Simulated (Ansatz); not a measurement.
Ansatz results at the PBE0-D4/def2-TZVP geometry: LUMO energy (B3LYP/def2-TZVPP) -0.36 eV; LUMO energy (PBE0/def2-TZVPP) -0.11 eV; HOMO–LUMO gap (PBE0/def2-TZVPP) 6.53 eV.

Each molecule was computed in one conformer, which needn't be the lowest.

(1) Which molecule gave them?
A. `O[SiH](F)N[SiH3]`
B. `CC(N)(S)S`
C. `O[SiH2]I`
D. `FB(S)[CH2][GeH3]`

Answers

(1) B. The others give `O[SiH](F)N[SiH3]`: -0.08, 0.19, 8.13; `O[SiH2]I`: -0.53, -0.29, 7.40; `FB(S)[CH2][GeH3]`: -0.60, -0.39, 7.54.

B3LYP here is the variant with VWN-RPA as its local correlation; programs differ in this.
